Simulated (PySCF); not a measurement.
I₃, SMILES I[I-]I, charge -1.

Coordinates come from a PBE-D3(BJ)/def2-SVPD optimisation. The def2 effective core potentials stand for the cores of I; spin–orbit coupling is left out.

Computed with PySCF 2.14.0 with PBE-D3(BJ)/def2-SVPD.

Frequencies are harmonic and unscaled.

Modes within 1.5 cm⁻¹ of each other (mostly degenerate sets) share a row, with their intensities summed.

| mode | ν (cm⁻¹) | IR (km/mol) | moving atoms (share of kinetic energy) |
|---|---|---|---|
| 1–2 | 53 | 0.0 | I 100 % |
| 3 | 102 | 0.0 | I 100 % |
| 4 | 139 | 79.4 | I 100 % |
